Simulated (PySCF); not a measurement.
CH₈FN₃Si, SMILES N[Si](N)(N)CF. Atoms are numbered in the order given.

```xyz
14

N     -1.8383     0.0843     0.5453
Si    -0.1906    -0.3145     0.2126
N     -0.0790    -1.0824    -1.3264
N      0.3099    -1.1642     1.6320
C      1.0554     1.1094     0.0243
F      0.9639     1.6596    -1.2509
H     -2.1055     0.4854     1.4368
H     -2.4225     0.4304    -0.2061
H      0.2945    -0.5294    -2.0902
H     -0.7494    -1.7706    -1.6460
H     -0.3360    -1.8301     2.0423
H      1.2614    -1.5073     1.7006
H      2.0937     0.7598     0.1755
H      0.8759     1.9070     0.7668
```

Geometry: PBE0-D3(BJ)/def2-SVP. The structure was generated by enumeration, and PubChem lists no compound with its InChIKey, so it may never have been made. The values are those of a single conformer.

The numbers are results of KT2/pcSseg-1 (PySCF), not measurements.

GIAO shieldings, no solvent; atoms listed in one row are averaged. δ = σ(ref) − σ: ¹⁵N against NH3 (σ = 266.2 ppm); ²⁹Si against TMS (σ = 361.9 ppm); ¹³C against TMS (σ = 185.1 ppm); ¹⁹F against CFCl3 (σ = 127.1 ppm); ¹H against TMS (σ = 31.47 ppm), references at their B3LYP-D3(BJ)/def2-TZVP geometries, non-relativistic.

```
nucleus     atoms  count  δ (ppm)
-------  --------  -----  -------
¹⁵N            N3      1     29.3
¹⁵N            N4      1     27.6
¹⁵N            N1      1     25.9
²⁹Si          Si2      1    -29.4
¹³C            C5      1     80.5
¹⁹F            F6      1   -332.3
¹H       H13, H14      2     4.60
¹H             H9      1     1.45
¹H            H11      1     0.71
¹H            H10      1     0.65
¹H             H7      1     0.63
¹H             H8      1     0.50
¹H            H12      1     0.17
```
